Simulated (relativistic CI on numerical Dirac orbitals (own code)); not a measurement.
# Calculated levels, Sn²⁺

Computed by Dirac-Coulomb-Breit CI, KLI orbitals optimised for each configuration, QED by a radiative potential, valence Slater integrals scaled by 0.85, P86 correlation energy added to each configuration (own radial code, finite nucleus).

Configuration list (outside the closed core [Kr] 4d10): 5s², 5s5p, 5p², 5s5d, 5d², 5s6s, 5s6p, 5p5d, 4f², 5s7s, 5s4f, 5s6d, 5s7p, 4f5p, 5s5f, 5s5g, 5s8s, 5s7d, 5s8p, 5s6f, 5p6s, 4f5d. Levels of other configurations are missing.

| No. | Configuration | Term | J | E (cm⁻¹) | % | Landé g | jj configuration (%) |
| --- | --- | --- | --- | --- | --- | --- | --- |
| 1 | 5s² | ¹S | 0 | 0.0 | 97 |  | closed (97) |
| 2 | 5s5p | ³P° | 0 | 48985.6 | 100 |  | 5s 5p1/2 (100) |
| 3 | 5s5p | ³P° | 1 | 50589.1 | 99 | 1.498 | 5s 5p1/2 (74) |
| 4 | 5s5p | ³P° | 2 | 54320.5 | 100 | 1.501 | 5s 5p3/2 (100) |
| 5 | 5s5p | ¹P° | 1 | 78559.5 | 96 | 1.003 | 5s 5p3/2 (72) |
| 6 | 5p² | ¹D | 2 | 122693.0 | 58 | 1.036 | 5p1/2 5p3/2 (60) |
| 7 | 5p² | ³P | 0 | 123723.7 | 97 |  | 5p1/2^2 (80) |
| 8 | 5p² | ³P | 1 | 126146.5 | 100 | 1.501 | 5p1/2 5p3/2 (100) |
| 9 | 5p² | ³P | 2 | 130015.5 | 92 | 1.463 | 5p3/2^2 (78) |
| 10 | 5s6s | ³S | 1 | 135210.1 | 100 | 2.002 | 5s 6s (100) |
| 11 | 5s5d | ³D | 1 | 136638.0 | 99 | 0.499 | 5s 5d3/2 (99) |
| 12 | 5s5d | ³D | 2 | 136809.8 | 99 | 1.167 | 5s 5d3/2 (60) |
| 13 | 5s5d | ³D | 3 | 137068.0 | 99 | 1.334 | 5s 5d5/2 (99) |
| 14 | 5s6s | ¹S | 0 | 139993.3 | 99 |  | 5s 6s (99) |
| 15 | 5p² | ¹S | 0 | 150878.0 | 93 |  | 5p3/2^2 (78) |
| 16 | 5s5d | ¹D | 2 | 151132.3 | 59 | 1.002 | 5s 5d5/2 (37) |
| 17 | 5s6p | ³P° | 0 | 154789.9 | 99 |  | 5s 6p1/2 (99) |
| 18 | 5s6p | ³P° | 1 | 155147.7 | 96 | 1.483 | 5s 6p1/2 (82) |
| 19 | 5s6p | ³P° | 2 | 156259.2 | 99 | 1.501 | 5s 6p3/2 (99) |
| 20 | 5s6p | ¹P° | 1 | 158794.3 | 93 | 1.018 | 5s 6p3/2 (81) |
| 21 | 5s4f | ³F° | 2 | 177300.0 | 92 | 0.666 | 5s 4f5/2 (92) |
| 22 | 5s4f | ³F° | 3 | 177382.1 | 82 | 1.073 | 5s 4f7/2 (72) |
| 23 | 5s4f | ³F° | 4 | 177591.7 | 95 | 1.251 | 5s 4f7/2 (95) |
| 24 | 5s4f | ¹F° | 3 | 177816.6 | 83 | 1.010 | 5s 4f5/2 (73) |
| 25 | 5s7s | ³S | 1 | 181882.8 | 100 | 2.002 | 5s 7s (100) |
| 26 | 5s6d | ³D | 1 | 182915.3 | 100 | 0.499 | 5s 6d3/2 (100) |
| 27 | 5s6d | ³D | 2 | 182985.4 | 100 | 1.167 | 5s 6d3/2 (63) |
| 28 | 5s6d | ³D | 3 | 183097.0 | 100 | 1.334 | 5s 6d5/2 (100) |
| 29 | 5s7s | ¹S | 0 | 183693.5 | 99 |  | 5s 7s (99) |
| 30 | 5s6d | ¹D | 2 | 185948.6 | 95 | 1.000 | 5s 6d5/2 (60) |

Energies count from the lowest computed level; ° marks odd parity. Filled j subshells are mostly left out of the jj labels.

The mean weight of the leading LS term, summed over parents, in these 30 levels is 94 %, and that of the leading jj configuration (from the same eigenvectors) 85 %.

Correlation outside the listed configurations is missing or only estimated: errors of thousands of cm⁻¹ between configurations and terms are usual at this charge. Rates and lifetimes follow the computed energies and can be off by large factors. The fine structure of a lone outer electron comes out too small, for d and f at times inverted, and misplaced configurations move strength between like terms. 32 of the 34 excited levels that our extract of the measured tables holds in this range could be paired (the sources list more); they are missed by 4162 cm⁻¹ on average and 6182 at most, and levels without a partner can miss by more.

LS names give the leading component of a level, which can be under half, so a name can repeat, a term be missing and a line seem to break the LS rules.
